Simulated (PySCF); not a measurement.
Energies from PySCF, thermal terms from the rigid-rotor harmonic-oscillator model, ideal gas at 1 bar. The comparison is the NASA 1993 polynomial table, which mixes measured and estimated data. All species are closed-shell singlets. Br: all electrons, no relativistic terms. The harmonic model lacks anharmonicity and excited electronic states, which grow with temperature; levels with a mode under 35 cm⁻¹ are left out. Soft modes under 120 cm⁻¹ make the harmonic entropy rough for SiH2Br2. The table's entry may be an old estimate for SiH2Br2 (not checked at source).

Harmonic frequencies at PBE/def2-SVP (cm⁻¹): 114, 387, 458, 527, 656, 812, 901, 2190, 2208. Point group C2v; S°(298 K) = 312.2 J/mol/K at this level.

Task: Work out Cp and S° of gaseous SiH2Br2 at 500, 800, 1200, 1600, 2000 K from these, and set them beside the table.

Result: 
```csv
T (K),Cp PBE/def2-SVP,Cp table,S° PBE/def2-SVP,S° table
500,80.8,79.9,350.5,347.8
800,91.4,90.8,391.0,388.0
1200,98.6,98.1,429.6,426.4
1600,102.2,102.0,458.5,455.2
2000,104.1,104.2,481.5,478.2
```
Units J/mol/K.
